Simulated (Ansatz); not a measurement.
S-phenylthianthrenium bistriflimide, `O=S(=O)([N-]S(=O)(=O)C(F)(F)F)C(F)(F)F.c1ccc([S+]2c3ccccc3Sc3ccccc32)cc1`. The state is a singlet with charge 0. Geometry PBE-D4/def2-SVP.

Cartesian coordinates in Å:
```
O -1.350 1.623 -2.215
S -1.667 0.277 -2.750
O -1.658 0.014 -4.201
N -0.743 -0.767 -1.865
S -0.888 -2.387 -2.038
O -2.251 -2.852 -2.367
O -0.133 -3.002 -0.917
C 0.146 -2.843 -3.570
F 1.293 -2.127 -3.608
F -0.538 -2.622 -4.689
F 0.465 -4.143 -3.492
C -3.487 0.003 -2.204
F -4.080 1.208 -2.168
F -4.132 -0.775 -3.069
F -3.549 -0.537 -0.976
C 3.340 -2.637 0.559
C 2.699 -2.087 1.683
C 1.813 -1.013 1.535
C 1.586 -0.511 0.242
S 0.458 0.840 -0.081
C 1.156 2.150 0.976
C 2.518 2.190 1.311
C 3.034 3.328 1.947
C 2.192 4.411 2.247
C 0.829 4.358 1.929
C 0.298 3.226 1.279
S -1.422 3.216 0.835
C -1.846 1.532 1.218
C -3.068 1.268 1.866
C -3.433 -0.051 2.161
C -2.584 -1.117 1.826
C -1.369 -0.877 1.173
C -1.019 0.447 0.880
C 2.217 -1.044 -0.889
C 3.103 -2.116 -0.721
H 4.023 -3.490 0.685
H 2.885 -2.502 2.685
H 1.303 -0.576 2.405
H 3.174 1.345 1.060
H 4.103 3.367 2.203
H 2.597 5.303 2.747
H 0.158 5.190 2.189
H -3.719 2.110 2.145
H -4.393 -0.246 2.662
H -2.881 -2.154 2.038
H -0.741 -1.713 0.828
H 1.979 -0.654 -1.887
H 3.584 -2.561 -1.605
```

B3LYP takes the VWN-RPA correlation. Single mean-field runs in def2-SVP are fitted with def2-universal-jkfit. The restricted singlet is unstable towards broken spin symmetry in Hartree–Fock (as tested in another run); at HF/STO-3G this wasn't settled.

**Question.** Estimate the orbital energies around the gap (eV) in Ansatz with HF/STO-3G, PBE-D4/def2-SVP, revPBE-D4/def2-SVP, B3LYP-D4/6-31G, ωB97M-V/def2-SVP.

**Answer.** 
```tsv
orbital	HF/STO-3G	PBE-D4/def2-SVP	revPBE-D4/def2-SVP	B3LYP-D4/6-31G	ωB97M-V/def2-SVP
HOMO−5	-6.52	-6.78	-6.71	-7.89	-10.36
HOMO−4	-6.45	-6.61	-6.54	-7.82	-10.27
HOMO−3	-6.23	-6.38	-6.31	-7.70	-10.15
HOMO−2	-5.94	-6.15	-6.08	-7.50	-9.81
HOMO−1	-5.73	-5.98	-5.92	-7.41	-9.71
HOMO	-5.62	-5.90	-5.84	-6.75	-9.05
LUMO	4.96	-2.73	-2.66	-1.80	0.03
LUMO+1	5.36	-2.49	-2.42	-1.53	0.29
LUMO+2	5.48	-2.37	-2.30	-1.42	0.45
LUMO+3	5.65	-2.20	-2.13	-1.25	0.64
LUMO+4	5.95	-2.05	-1.97	-1.09	0.85
LUMO+5	6.11	-1.83	-1.75	-0.83	1.18
```
